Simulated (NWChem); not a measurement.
System: C3H6F2; SMILES CC(C)(F)F

```xyz
11

C      1.2789     0.0000    -0.7812
C      0.0000     0.0000     0.0183
C     -1.2789     0.0000    -0.7812
F      0.0000    -1.0905     0.8391
F      0.0000     1.0905     0.8391
H      1.3334     0.8949    -1.4157
H      2.1315     0.0000    -0.0885
H      1.3334    -0.8949    -1.4157
H     -1.3334     0.8949    -1.4157
H     -2.1315     0.0000    -0.0885
H     -1.3334    -0.8949    -1.4157
```
Atoms are numbered in this order, from 1.

Program: NWChem. Pople sets run with spherical d functions. Structure relaxed at the PBE0/def2-SVP level. Vertical excitations in the gas phase; the lowest state need not have the same character in each row.

**Question.** Order these by “lowest excitation, singlet (eV)”, lowest first: PBE0/6-31+G*, full TDDFT; PBE/6-31+G*, full TDDFT; B3LYP/6-31+G*, full TDDFT.

**Answer.** PBE/6-31+G*, full TDDFT (7.64), B3LYP/6-31+G*, full TDDFT (8.52), PBE0/6-31+G*, full TDDFT (8.82)
